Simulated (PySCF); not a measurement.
**Orbital picture of KH⁺**

TPSSh at R = 3.260 Å; basis K aug-pcseg-1, H aug-pcseg-1; no relativity; PySCF 2.14. State: ²Σ⁺ (doublet), unpaired electrons σ ↑. Only the outer orbitals are listed, counted within each symmetry.

| spin | orbital | occ. | ε (eV) | on K (%) | main shells (%) |
| --- | --- | --- | --- | --- | --- |
| α | 4σ | 1 | -42.91 | 100 | 100 K s |
| α | 2π | 1 | -25.96 | 100 | 100 K p |
| α | 2π | 1 | -25.96 | 100 | 100 K p |
| α | 5σ | 1 | -25.96 | 100 | 100 K p |
| α | 6σ | 1 | -12.84 | 0 | 100 H s |
| α | 7σ | 0 | -5.59 | 98 | 98 K s |
| α | 3π | 0 | -3.72 | 89 | 71 K p, 18 K d, 11 H p |
| α | 3π | 0 | -3.72 | 89 | 71 K p, 18 K d, 11 H p |
| β | 4σ | 1 | -42.91 | 100 | 100 K s |
| β | 2π | 1 | -25.96 | 100 | 100 K p |
| β | 2π | 1 | -25.96 | 100 | 100 K p |
| β | 5σ | 1 | -25.95 | 100 | 100 K p |
| β | 6σ | 0 | -5.81 | 92 | 89 K s, 8 H s |
| β | 7σ | 0 | -4.32 | 64 | 38 K p, 36 H s, 15 K d |
| β | 3π | 0 | -3.40 | 100 | 100 K p |

**Question.** Which are the highest filled and the lowest empty level, where do they sit, and how wide is the gap?

**Answer.** Highest filled α 6σ at -12.84 eV (in %: 100 H s); lowest empty β 6σ at -5.81 eV (in %: 89 K s, 8 H s); the gap at TPSSh is 7.03 eV.

- bond order (Mayer): 0.01
- ⟨S²⟩: 0.750
- charge on K (Mulliken, basis-dependent): 1.01
- charge on K (Löwdin, basis-dependent): 0.94
- dipole moment (positive dipole points towards H; it is taken about the centre of mass and depends on that origin): -0.07 D

The state was picked by a PBE0 search and need not be the measured ground state.
